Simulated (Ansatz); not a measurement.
One change: `NC(O)[SeH]` becomes `B[Se]C(N)O`.

Ansatz, PBE0-D4/def2-TZVP geometries, multiplicity 1. Each molecule was computed in one conformer, which needn't be the lowest.

Scalar relativity is left out up to krypton. Spin–orbit coupling is left out; it splits and shifts lone-pair levels of the heavy atoms by tenths of an eV.

| property | `NC(O)[SeH]` |
| --- | --- |
| LUMO energy (PBE0/def2-TZVPP) / eV | -0.30 |
| HOMO–LUMO gap (ωB97M-V/def2-TZVPP) / eV | 10.25 |
| HOMO–LUMO gap (PBE/def2-TZVPP) / eV | 4.18 |
| size of the dipole moment (ωB97M-V/def2-TZVPP) / D | 1.32 |
| HOMO–LUMO gap (PBE0/def2-TZVPP) / eV | 6.26 |
| size of the dipole moment (B3LYP/def2-TZVPP) / D | 1.29 |

**Question.** What does the change do to each property? (An estimate is asked.)

**Answer.** Ansatz gave: 
| property | `B[Se]C(N)O` | shift |
| --- | --- | --- |
| LUMO energy (PBE0/def2-TZVPP) / eV | -1.43 | -1.13 |
| HOMO–LUMO gap (ωB97M-V/def2-TZVPP) / eV | 10.07 | -0.18 |
| HOMO–LUMO gap (PBE/def2-TZVPP) / eV | 3.77 | -0.41 |
| size of the dipole moment (ωB97M-V/def2-TZVPP) / D | 1.71 | 0.39 |
| HOMO–LUMO gap (PBE0/def2-TZVPP) / eV | 5.98 | -0.28 |
| size of the dipole moment (B3LYP/def2-TZVPP) / D | 1.70 | 0.41 |

With PBE0 the HOMO falls by 0.85 eV and the LUMO falls by 1.13 eV, so the gap narrows by about 0.28 eV. PBE moves the HOMO by -0.74 eV and ωB97M-V by -0.84 eV. Dipoles are sizes alone; their direction can turn.

Positive LUMOs are unbound, so they and the gaps depend on the basis.

B3LYP here is the variant with VWN-RPA as its local correlation; programs differ in this.
